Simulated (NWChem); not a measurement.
CH3BF2O; SMILES B(F)(CO)F

```xyz
8

O      0.1199    -1.9500     0.1295
C     -0.7210    -0.8435    -0.0637
B     -0.0206     0.5563     0.0120
F     -0.7108     1.6797     0.0337
F      1.2979     0.6567     0.0151
H      0.9586    -1.7728    -0.3081
H     -1.2773    -0.8887    -1.0285
H     -1.5150    -0.8744     0.7038
```
Atoms are numbered in this order, from 1.

Level: PBE0/def2-SVP (NWChem), optimised geometry, unscaled harmonic frequencies. 

```json
[
 {"frequency (cm⁻¹)": "98", "IR intensity (km/mol)": "1.7"},
 {"frequency (cm⁻¹)": "167", "IR intensity (km/mol)": "38.4"},
 {"frequency (cm⁻¹)": "230", "IR intensity (km/mol)": "104.5"},
 {"frequency (cm⁻¹)": "403", "IR intensity (km/mol)": "6.6"},
 {"frequency (cm⁻¹)": "441", "IR intensity (km/mol)": "4.1"},
 {"frequency (cm⁻¹)": "545", "IR intensity (km/mol)": "12.0"},
 {"frequency (cm⁻¹)": "776", "IR intensity (km/mol)": "8.3"},
 {"frequency (cm⁻¹)": "877", "IR intensity (km/mol)": "44.0"},
 {"frequency (cm⁻¹)": "1126", "IR intensity (km/mol)": "124.7"},
 {"frequency (cm⁻¹)": "1197", "IR intensity (km/mol)": "2.2"},
 {"frequency (cm⁻¹)": "1252", "IR intensity (km/mol)": "84.7"},
 {"frequency (cm⁻¹)": "1349", "IR intensity (km/mol)": "96.9"},
 {"frequency (cm⁻¹)": "1410", "IR intensity (km/mol)": "268.7"},
 {"frequency (cm⁻¹)": "1444", "IR intensity (km/mol)": "130.0"},
 {"frequency (cm⁻¹)": "1467", "IR intensity (km/mol)": "51.4"},
 {"frequency (cm⁻¹)": "2963", "IR intensity (km/mol)": "40.3"},
 {"frequency (cm⁻¹)": "3087", "IR intensity (km/mol)": "10.4"},
 {"frequency (cm⁻¹)": "3888", "IR intensity (km/mol)": "47.2"}
]
```

```yaml
zero_point_energy: 32.5 kcal/mol
thermal correction to the enthalpy at 298.15 K (with zero-point energy): 36.6 kcal/mol
heat capacity Cv: 17.8 cal/(mol K)
entropy at 298.15 K and 1 atm (symmetry number 1): 75.5 cal/(mol K)
dipole_moment: 0.86 D
```

Rigid rotor and harmonic oscillator; modes under 100 cm⁻¹ make the entropy uncertain.
